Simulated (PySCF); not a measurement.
**Electronic absorption of BiH2(OEt)**

Compound: BiH2(OEt), C2H7BiO.
SMILES: `[H][Bi]([H])[O]CC`

Level of theory: PySCF, TDDFT CAM-B3LYP/def2-SVPD, vertical, gas phase, core orbitals frozen in the response, def2 core potentials past Kr. Isolated species at its PBE0-D3(BJ)/def2-SVP geometry (one conformer only). Spin–orbit coupling is left out.

Question: List the vertical singlet excitations with oscillator strengths and describe the spectrum.

Answer: 

```tsv
state	E (eV)	ν̃ (cm⁻¹)	f	main configurations (H = HOMO, L = LUMO)
S1	4.67	37690	0.0003	H→L (90%)
S2	5.13	41360	0.095	H-1→L (85%)
S3	6.11	49250	0.026	H→L+2 (34%), H-1→L+1 (27%), H→L+1 (25%)
S4	6.16	49720	0.0067	H-1→L+2 (36%), H→L+1 (31%), H-1→L+1 (25%)
S5	6.30	50830	0.112	H→L+2 (56%), H-1→L+1 (23%), H→L+1 (16%)
S6	6.37	51400	0.100	H-1→L+2 (55%), H→L+1 (22%), H-1→L+1 (14%)
S7	6.47	52190	0.143	H-2→L (74%)
S8	6.72	54190	0.0039	H-3→L (87%)
S9	7.53	60770	0.0036	H-2→L+2 (61%), H-3→L+1 (16%), H→L+3 (12%)
S10	7.57	61070	0.105	H-2→L+1 (84%)
```

Triplets (Tamm–Dancoff): T1 4.10 eV, H-1→L (78%), H→L (17%); T2 4.28 eV, H→L (76%), H-1→L (16%); T3 5.21 eV, H-1→L+2 (66%), H-2→L+2 (12%), H→L+2 (10%); T4 5.42 eV, H-1→L+1 (34%), H-2→L (23%), H→L+2 (11%).

The lowest singlet comes at 265 nm (451 kJ/mol) in the ultraviolet; it is dark (f under 0.0005); its leading configuration is HOMO→LUMO (90%). The most intense listed level is S7 at 6.47 eV (192 nm, f = 0.143), 1.80 eV above S1. Löwdin shares by element: HOMO oxygen 57%, carbon 13% or more, bismuth 8%, hydrogen 7% or more (atoms not listed hold the other 15%); LUMO bismuth 60%, oxygen 17%, hydrogen 15% or more. The listed states span 2.90 eV, and the widest gap between neighbours is 0.98 eV (S2 to S3). Of the 10 states listed, 6 reach f = 0.01 and 1 stays under 0.0005. Orbital energies (eV): HOMO-3 -10.57, HOMO-2 -9.94, HOMO-1 -8.71, HOMO -8.62, LUMO -0.38, LUMO+1 0.40, LUMO+2 0.62. The vertical ionisation energy (ΔSCF) is 9.25 eV, 1.68 eV above S10. The window holds the lowest 10 singlets.

The run took 2.0 min (grids of density and orbitals included) on an x86-64 server with one thread (shared host).
